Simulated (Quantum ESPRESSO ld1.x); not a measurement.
The numbers below are computed, except where a source is named.
As10+, 23 electrons, occupied as [Ar] 3d5. Level of theory: scalar-relativistic Kohn-Sham, LDA (Slater exchange, Perdew-Zunger correlation), spin-unpolarised, spherical densities, point nucleus (ld1.x of Quantum ESPRESSO 7.5).

Normalised radial functions P(r) = r R(r), r in bohr:

| r | 4s |
|---|---|
| 0.001949 | 0.0492 |
| 0.002517 | 0.0619 |
| 0.003226 | 0.0768 |
| 0.004167 | 0.0953 |
| 0.00534 | 0.1164 |
| 0.006898 | 0.1411 |
| 0.00884 | 0.1673 |
| 0.01133 | 0.1941 |
| 0.01463 | 0.2191 |
| 0.01875 | 0.2359 |
| 0.02422 | 0.2382 |
| 0.03104 | 0.2168 |
| 0.04009 | 0.1600 |
| 0.05138 | 0.0645 |
| 0.06584 | -0.0690 |
| 0.08505 | -0.2272 |
| 0.109 | -0.3580 |
| 0.1408 | -0.4036 |
| 0.1804 | -0.2991 |
| 0.233 | -0.0205 |
| 0.2986 | 0.3354 |
| 0.3827 | 0.5961 |
| 0.4944 | 0.5517 |
| 0.6335 | 0.1293 |
| 0.8183 | -0.5178 |
| 1.049 | -0.9869 |
| 1.355 | -1.0136 |
| 1.736 | -0.6653 |
| 2.224 | -0.2774 |
| 2.873 | -0.0646 |
| 3.682 | -0.0081 |

4s (empty): eigenvalue -168.58 eV, 3 radial nodes at r = 0.0584, 0.237, 0.669 bohr, <r> = 1.26 bohr, 90 % of the charge inside 1.80 bohr.
